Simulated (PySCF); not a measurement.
dibromo-chloro-fluoromethane (CBr2ClF), SMILES FC(Br)(Br)Cl. Heavy atoms are numbered as in [F:1][C:2]([Cl:3])([Br:4])[Br:5].

The structure is a stationary point at B3LYP-D3(BJ)/def2-SVP.

Level of theory: HF/pcSseg-1 (PySCF).

GIAO shieldings, no solvent; atoms alike by connectivity are averaged. δ = σ(ref) − σ: ¹⁹F against CFCl3 (σ = 238.5 ppm); ¹³C against TMS (σ = 192.6 ppm); ³⁵Cl against HCl (σ = 958.2 ppm), references at their B3LYP-D3(BJ)/def2-TZVP geometries, non-relativistic (without spin–orbit terms, shifts of atoms bonded to Cl or Br come out too high).

Q: Estimate the chemical shifts. (Estimate from the structure and the level; the computed values follow.)

A: 
| nucleus | atoms | count | δ (ppm) |
|---|---|---|---|
| ¹⁹F | F1 | 1 | -0.8 |
| ¹³C | C2 | 1 | 131.5 |
| ³⁵Cl | Cl3 | 1 | 501.0 |
